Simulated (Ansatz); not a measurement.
# Worked example: C2ClF5 → CClF2 + CF3

Species: C2ClF5 (chloropentafluoroethane) `FC(F)(F)C(F)(F)Cl`, singlet; CClF2 `F[C](F)Cl`, doublet; CF3 (trifluoromethyl radical) `F[C](F)F`, doublet. 

Shapes, held fixed at every level: PBE0-D4/def2-TZVP. Programs: Ansatz 0.2.0. The zero-point and thermal change to 298 K, harmonic and unscaled (PBE0-D4/def2-TZVP), is -10.3 kJ/mol.

At MP2/def2-TZVPP; 1 Eh = 2625.50 kJ/mol:

| species | energy (Eh) |
| --- | --- |
| C2ClF5 | -1034.427919 |
| CClF2 | -697.117392 |
| CF3 | -337.155120 |

Task: Work out ΔH(298 K) of the reaction at this level.

Result: 
1. Products less reactants: (-697.117392) + (-337.155120) − [(-1034.427919)] = 0.155407 Eh = +408.0 kJ/mol.
2. With the thermal change: +408.0 + (-10.3) = +397.7 kJ/mol.

Other levels give +352.1 (r2SCAN0-D4/def2-TZVPP) to +428.4 kJ/mol (SPW92/def2-TZVPP). No measured value is set beside it here. Open shells run unrestricted unless RO is named.
